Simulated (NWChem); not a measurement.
System: C4H5N; SMILES C1=CCN=C1

```xyz
10

C      0.7932     0.9290     0.0000
C     -0.5483     1.0611     0.0000
C     -1.1180    -0.3184     0.0000
N     -0.0062    -1.2381     0.0000
C      1.0557    -0.5133     0.0000
H      1.5438     1.7202     0.0000
H     -1.1260     1.9866     0.0000
H     -1.7621    -0.5116     0.8784
H     -1.7621    -0.5116    -0.8784
H      2.0538    -0.9676     0.0000
```
Atoms are numbered in this order, from 1.

Computed with NWChem. Medium grid unless said otherwise, to which SCAN and Minnesota functionals are sensitive. Geometry: optimised at PBE0/def2-SVP. Total energies of different functionals are on different scales.

| level | energy (Ha) | highest occupied level (eV) | orbital gap (eV) | dipole (D) |
|---|---|---|---|---|
| PBE/def2-TZVP | -209.9561 | -6.14 | 4.12 | 2.01 |
| B3LYP/def2-TZVP | -210.2275 | -7.18 | 5.89 | 2.12 |
| r2SCAN/def2-TZVP | -210.0994 | -6.47 | 4.60 | 2.08 |
| TPSSh/def2-TZVP | -210.2393 | -6.74 | 5.23 | 2.08 |
| LDA (Slater exchange, VWN5)/def2-TZVP | -208.3500 | -6.25 | 4.02 | 2.08 |
